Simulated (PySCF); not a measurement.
**Computed spin Hamiltonian**

Species: C6H9F2 (doublet state).
Cartesian coordinates in Å at the GFN2-xTB level; atoms count from 1:
```
atom  x, y, z in Å
C1    -1.8768   -0.4483    1.0661
C2    -1.0675   -0.9399   -0.0654
C3    -0.4633    0.1821   -0.8831
C4     0.8871    0.0425   -1.5120
C5     0.6881    1.0153   -0.3829
C6     1.3423    0.7541    0.9415
F7     2.6527    1.1231    0.9082
F8     0.7798    1.5089    1.9213
H9    -1.6960    0.5209    1.4851
H10   -2.5923   -1.0929    1.5369
H11   -1.6868   -1.5632   -0.7224
H12   -0.2664   -1.6070    0.2938
H13   -1.2086    0.7333   -1.4441
H14    1.0587    0.4391   -2.5002
H15    1.4521   -0.8534   -1.2999
H16    0.6833    2.0722   -0.6218
H17    1.3066   -0.2949    1.2692
```

The hyperfine couplings belong to this conformer and change with its torsions.

The species is `[CH2]C[C@@H]1C[C@@H]1C(F)F` [radical].

Method used: UKS B3LYP, pcH-1 on C F H, non-relativistic, mean-field spin-orbit, GIAO in PySCF. Geometry: GFN2-xTB, one conformer, isolated molecule. Couplings are sensitive to structure, and on GFN2-xTB geometries they can be far from those on DFT ones. No stability test was run, so a lower SCF solution isn't excluded.

| Quantity | Value |
| --- | --- |
| g1, g2, g3 | 2.00218, 2.00278, 2.00294 |
| g_iso | 2.00263 |
| Form of g | rhombic: the two nearest values differ by 21 % of g3 − g1 |
| ⟨S²⟩ | 0.7536 (exact 0.7500) |
| α and β electrons | 32, 31 |
| HOMO–LUMO gap, α and β orbitals | 6.85, 6.64 eV |

Hyperfine couplings atom by atom, in MHz; T1 to T3 are the principal values of the dipolar part:

```csv
atom,isotope,a_iso,T1,T2,T3,Mulliken spin population
C1,13C,90.4,-81.5,-80.8,162.4,1.08
C2,13C,-34.2,-2.4,0.4,2.0,-0.09
C3,13C,13.6,-1.4,-1.2,2.6,0.01
C4,13C,-0.9,-0.6,-0.1,0.7,0.00
C5,13C,-0.6,-0.4,-0.4,0.8,0.00
C6,13C,0.5,-0.5,-0.3,0.8,0.00
F7,19F,-0.2,-0.9,-0.4,1.3,0.00
F8,19F,5.4,-3.9,-3.3,7.2,0.00
H9,1H,-64.4,-39.6,0.1,39.5,-0.05
H10,1H,-62.9,-39.3,-0.3,39.6,-0.05
H11,1H,65.6,-4.9,-4.6,9.5,0.02
H12,1H,151.3,-5.9,-3.2,9.1,0.06
H13,1H,-1.9,-3.4,-2.6,6.0,0.00
H14,1H,-0.4,-0.9,-0.7,1.6,0.00
H15,1H,0.2,-1.5,-0.9,2.4,0.00
H16,1H,0.1,-1.1,-1.1,2.2,0.00
H17,1H,0.0,-2.6,-2.0,4.5,0.00
```

Largest spin populations (Mulliken): C1 (+1.08), C2 (-0.09) and H12 (+0.06). No atom but C1 exceeds +0.15. The angles at C1 add up to 359.8°, so it is planar; its axial dipolar tensor and the negative couplings of its protons fit spin in a p orbital normal to that plane.

Axes: g2 points within 10° of the C1–C2 bond.

Under fast tumbling the dipolar parts average out, and these isotropic splittings remain: 1 × 1H (H12, I = 1/2, 2 lines) with 5.40 mT, 1 × 1H (H11, I = 1/2, 2 lines) with 2.34 mT, 2 × 1H (H9/H10, I = 1/2, 3 lines) with 2.27 mT, 1 × 19F (F8, I = 1/2, 2 lines) with 0.19 mT and 1 × 1H (H13, I = 1/2, 2 lines) with 0.07 mT.

Means are taken over nuclei equivalent by connectivity, which assumes that they swap fast.

The 13C coupling of C1 (90.4 MHz) shows only in satellite lines or after enrichment, since that isotope makes up about 1.07 % of natural carbon.

Examples of negative spin density at the nucleus (bohr⁻³): C2 (-0.0304) and H9/H10 (-0.0142).

Time: 60 s (grids of density and orbitals included); peak memory 0.96 GiB. Hardware: an AMD EPYC 7B13 with one thread, shared host with 96 logical CPUs at a one-minute load of 17.
